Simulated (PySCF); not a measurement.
PySCF 2.14 output of an unrestricted PBE calculation on a single atom or ion in aug-cc-pwCVQZ-X2C (11s10p8d6f3g, 150 functions), with the spin-free X2C one-electron Hamiltonian (Gaussian nucleus):

```
SCF conv_tol = 1e-09
number electrons alpha = 11  beta = 9
    J. P. Perdew, K. Burke, and M. Ernzerhof.,  Phys. Rev. Lett. 77, 3865 (1996)
    J. P. Perdew, K. Burke, and M. Ernzerhof.,  Phys. Rev. Lett. 78, 1396 (1997)
    J. P. Perdew, K. Burke, and M. Ernzerhof.,  Phys. Rev. Lett. 77, 3865 (1996)
    J. P. Perdew, K. Burke, and M. Ernzerhof.,  Phys. Rev. Lett. 78, 1396 (1997)
cycle= 1 E= -680.180846786048  delta_E= -0.0109  |g|= 0.0188  |ddm|= 2.14
cycle= 2 E= -680.180948239449  delta_E= -0.000101  |g|= 0.013  |ddm|= 0.195
cycle= 3 E= -680.180993659784  delta_E= -4.54e-05  |g|= 0.00146  |ddm|= 0.0597
cycle= 4 E= -680.180993917036  delta_E= -2.57e-07  |g|= 0.00011  |ddm|= 0.0117
cycle= 5 E= -680.180993945681  delta_E= -2.86e-08  |g|= 1.94e-05  |ddm|= 0.00558
cycle= 6 E= -680.180993946613  delta_E= -9.32e-10  |g|= 2.8e-06  |ddm|= 0.000692
converged SCF energy = -680.180993946613  <S^2> = 2.0000457  2S+1 = 3.0000305
```

The run itself started from symmetry-adapted Hartree-Fock orbitals and held the occupation by maximum overlap, on a logarithmic radial grid, so the iterations belong to that start.

Problem. Which element, charge and spin multiplicity is this?

Solution. Ca (calcium, neutral), multiplicity 3; the state was [Ar] 4s1 4p1, high-spin 3P determinant (an excited configuration).
